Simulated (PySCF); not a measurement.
Calculated NMR data

[PySCF: geometry from GFN2-xTB; PBE0/pcSseg-1 with gauge-including orbitals; averaged over atoms made equivalent by symmetry, fast rotation or ring inversion; a single conformation; relativity neglected; no solvent model]

Scale: $^{1}$H and $^{13}$C vs TMS (reference shieldings calculated alike). Where no couplings were computed, multiplicities follow the n + 1 count of equivalent neighbours, and m marks all less simple cases (inequivalent or close neighbours, rings, F or P nearby). Shifts are as computed. Against solution values, carbons near 30 ppm lie about +3 ppm off and those near 130 ppm about +5 ppm. Of 1211 compounds with measured shifts, 218 miss one by over three times the rms of a fit or turn the order of signals round; such compounds aren't used in these exercises.

**1.** SMILES CC(C)OC(=O)OC[SiH3], C5H12O3Si. $^{1}$H NMR (600 MHz, computed): δ 4.97 (sept, 1H), 4.23 (q, 2H), 3.96 (t, 3H), 1.28 (d, 6H). $^{13}$C{$^{1}$H} NMR (computed): δ 162.8, 73.1, 58.0, 23.7.

**2.** `Cc1coc(CC[SiH3])n1`, C6H11NOSi. $^{1}$H NMR (600 MHz, computed): δ 7.45 (s, 1H), 3.77 (t, 3H), 3.04 (t, 2H), 2.41 (s, 3H), 1.13 (m, 2H). $^{13}$C{$^{1}$H} NMR (computed): δ 169.1 (C), 145.2 (C), 139.8 (CH), 29.8 (CH2), 13.5 (CH3), 11.5 (CH2).
